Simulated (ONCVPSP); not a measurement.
**An all-electron radial function and its pseudo partner (Ta (Z = 73))**

Columns: radius, all-electron u(r) and pseudo u(r) of the 5s shell (level -74.57 eV) of tantalum in the configuration [Kr] 4d10 4f14 5s2 5p6 5d3 6s1 6p1; PBEsol, scalar-relativistic, ONCV scheme, ONCVPSP 4.0.1.

| r (bohr) | all-electron | pseudo |
| --- | --- | --- |
| 0.110 | 0.2211 | 0.0458 |
| 0.220 | 0.0835 | 0.1199 |
| 0.330 | -0.5654 | 0.2398 |
| 0.440 | -0.4664 | 0.4049 |
| 0.550 | 0.0369 | 0.5973 |
| 0.660 | 0.5445 | 0.7875 |
| 0.770 | 0.8986 | 0.9448 |
| 0.880 | 1.0826 | 1.0461 |
| 0.990 | 1.1328 | 1.0818 |
| 1.100 | 1.0936 | 1.0560 |
| 1.210 | 1.0027 | 0.9823 |
| 1.320 | 0.8872 | 0.8789 |
| 1.430 | 0.7652 | 0.7628 |
| 1.540 | 0.6476 | 0.6471 |
| 1.650 | 0.5401 | 0.5399 |
| 1.760 | 0.4453 | 0.4452 |
| 1.870 | 0.3639 | 0.3638 |
| 1.980 | 0.2952 | 0.2951 |
| 2.090 | 0.2381 | 0.2380 |
| 2.200 | 0.1911 | 0.1910 |
| 2.310 | 0.1527 | 0.1527 |
| 2.420 | 0.1217 | 0.1217 |
| 2.530 | 0.0967 | 0.0967 |
| 2.640 | 0.0766 | 0.0766 |
| 2.750 | 0.0606 | 0.0606 |
| 2.860 | 0.0479 | 0.0478 |

(1) How many radial nodes do the two functions have?

(2) At about which radius was the pseudo-wave matched?

(3) Is the pseudo-wave norm-conserving?

## Answers

(1) The all-electron 5s function has n − l − 1 = 4 (the table is too coarse to show those close to the nucleus); the pseudo-wave has 0, since the states of the same l below it are removed with the core.

(2) 1.70 bohr. The columns agree to 0.0005 from 1.54 bohr on; several derivatives are matched, so the curves merge somewhat inside the radius.

(3) Yes: the ONCV scheme keeps the norm inside the radius equal to the all-electron one, which fixes the energy derivative of the logarithmic derivative at the level.
